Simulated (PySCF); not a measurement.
# Working out the excitation energy of Hf

Hf [Xe] 4f14 5d2 6s2 (3F) → Hf [Xe] 4f14 5d3 6s1 (5F). Calculation: PySCF 2.14, in aug-cc-pVDZ-PP with ECP60MDF; a scalar-relativistic core potential. Frozen: 5s2 5p6. Energies in hartree (1 hartree = 27.21139 eV):

```tsv
part	Hf (lower)	Hf (upper)
UHF	-47.943256	-47.909782
CCSD correlation	-0.058633	-0.033049
(T)	-0.002763	-0.000704
```

**Question.** What does Hartree-Fock give?

**Answer.** (-47.909782) − (-47.943256) = 0.033474 hartree = 0.911 eV.

**Question.** What do CCSD and CCSD(T) give?

**Answer.** The CCSD correlation energies differ by 0.025584 hartree = 0.696 eV and the triples by 0.002059 hartree = 0.056 eV, so CCSD gives 1.607 eV and CCSD(T) 1.663 eV.

A double-zeta basis recovers only part of the correlation energy.
